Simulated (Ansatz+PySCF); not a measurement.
A calculation with PySCF 2.14.0.

```python
from pyscf import gto, scf, cc

mol = gto.M(atom="""
Li 0.000000 0.000000 0.000000
Be 0.809690 1.079590 2.337380
""", basis='sto-3g', charge=0, spin=1)
mf = scf.UHF(mol)
mf.kernel()
mycc = cc.CCSD(mf, frozen=None).run()
et = mycc.ccsd_t()
print(mf.e_tot, mycc.e_corr, et, mycc.e_tot + et)
```

The script is written out from the run's settings.

The run gave:

| Property | Result |
| --- | --- |
| Converged | yes |
| Reference energy | -21.68613 hartree |
| CCSD correlation energy | -0.04011 hartree |
| Triples correction | -0.00021 hartree |
| Total energy | -21.72646 hartree |
| Spin squared of the determinant | 0.974 |

Caution: large amplitudes, a single reference is doubtful; the unrestricted determinant is spin contaminated.
